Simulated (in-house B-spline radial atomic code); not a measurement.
Ba²⁺. Computed with a B-spline radial atomic code. Model: non-relativistic spherical atom: semilocal Troullier-Martins pseudo-atom, one channel per l, against all electrons, high spin, G0W0 and RPA with empty states to l = 8, local potential for every l without a channel, a model core (radius 0 = none) keeps its share of the functional.

Without relativity these are model numbers for so heavy an element.

What the tables leave out is listed at the end.

The pseudopotential gives back the lowest level of each angular momentum of its own functional in the configuration it was made in; a second state of the same l is only approximately right. Exact exchange, RPA and GW see the smooth pseudo-orbitals and miss the exchange with the core, for which the functional's share stands in. The column with an uncorrelated core keeps all orbitals and exact exchange, and so separates missing core correlation from pseudisation. Only the three outermost levels and the lowest empty one were computed. RPA here is direct RPA, with no exchange kernel, and its energies carry an (l + 1/2)⁻⁴ tail. A hybrid on a potential with a model core restores only its own semilocal share of the core's exchange.

Command:
```bash
python run_psgw.py task.json out
```
Settings (lengths in bohr, energies in hartree):
```
Z                      56
electrons              54
configuration          [Kr] 4d10 5s2 5p6
generated_in           [Xe] 6s2
functional             pbe,pbe
core_shells            8
radius_factor          1
core_correction        False
```

Cost of the run: 37 s on 1 thread of Arm Neoverse N1 (shared host).

Given: made with PBE; model core radius 0 bohr; local radius 0.844 bohr; mean-field start PBE.

Valence shells of the generating configuration: 4d, 5s, 5p, 6s.

Channel: s 1.544, p 1.678, d 0.697 (radii in bohr).

Computed: largest level miss in the spin-unpolarised generating configuration 0.033 eV; valence RPA correlation energy all-electron orbitals -1.1528 hartree; valence RPA correlation energy pseudo -1.4519 hartree; all-electron RPA polarisability, core included 9.9335 bohr³.

| level | occupied | mean-field all-electron (eV) | mean-field pseudo minus all (eV) | G0W0 all-electron (eV) | G0W0 uncorrelated core minus all (eV) | G0W0 pseudo minus all (eV) | exchange self-energy all-electron (eV) | exchange self-energy pseudo (eV) |
| --- | --- | --- | --- | --- | --- | --- | --- | --- |
| 5p | 1 | -30.771 | -0.077 | -36.275 | 0.023 | -0.832 | -23.187 | -21.543 |
| 5d (empty) | 0 | -13.41 | -0.108 | -10.057 | 0.039 | 0.222 | -6.0429 | -4.6664 |

Q: What is the pseudo-atom RPA polarisability?

A: 9.8779 bohr³.

Given: mean-field start PBE0.

Computed: valence RPA correlation energy all-electron orbitals -1.0948 hartree; all-electron RPA polarisability, core included 9.1244 bohr³; pseudo-atom RPA polarisability 8.8646 bohr³.

| level | occupied | mean-field all-electron (eV) | mean-field pseudo minus all (eV) | G0W0 all-electron (eV) | G0W0 uncorrelated core minus all (eV) | G0W0 pseudo minus all (eV) | exchange self-energy all-electron (eV) | exchange self-energy pseudo (eV) |
| --- | --- | --- | --- | --- | --- | --- | --- | --- |
| 5p | 1 | -32.378 | -0.246 | -36.441 | 0.024 | -0.737 | -23.133 | -21.765 |
| 4d | 1 | -109.63 | 2.112 | -116.62 | -0.789 | 5.436 | -64.584 | -40.562 |
| 5d (empty) | 0 | -12.363 | 0.1 | -9.977 | 0.037 | 0.284 | -5.7176 | -4.3469 |

Q: What is the valence RPA correlation energy pseudo?

A: -1.3937 hartree.

Given: mean-field start Hartree-Fock.

Computed: valence RPA correlation energy all-electron orbitals -0.95602 hartree; all-electron RPA polarisability, core included 7.6151 bohr³; pseudo-atom RPA polarisability 6.8834 bohr³.

| level | occupied | mean-field all-electron (eV) | mean-field pseudo minus all (eV) | G0W0 all-electron (eV) | G0W0 uncorrelated core minus all (eV) | G0W0 pseudo minus all (eV) | exchange self-energy all-electron (eV) | exchange self-energy pseudo (eV) |
| --- | --- | --- | --- | --- | --- | --- | --- | --- |
| 5p | 1 | -35.971 | -0.956 | -36.817 | 0.028 | -0.369 | -22.832 | -22.316 |
| 5s | 1 | -52.506 | -0.528 | -50.589 | 0.053 | -0.506 | -29.155 | -27.556 |
| 6s (empty) | 0 | -9.0416 | -0.081 | -9.6144 | 0.009 | -0.053 | -1.1567 | -0.97651 |

Q: What is the valence RPA correlation energy pseudo?

A: -1.2506 hartree.

Among the listed levels the largest G0W0 shift of the pseudo-atom is +5.44 eV, for 4d on the PBE0 start, while leaving the core uncorrelated moves that level by -0.79 eV. So pseudisation and the lost core exchange, not the missing core correlation, make the error. Not in the tables (levels of low weight, unsolved or above zero; the highest and the empty levels are kept at any weight): on PBE the G0W0 levels 5s (pseudo minus all -0.44 eV, weights 0.51 and 0.56), 4d (pseudo minus all +4.95 eV, weights 0.66 and 0.80); on PBE0 the G0W0 levels 5s (pseudo minus all -0.68 eV, weights 0.71 and 0.72); on Hartree-Fock the G0W0 levels 4d (pseudo minus all +6.31 eV, weights 0.37 and 0.91).
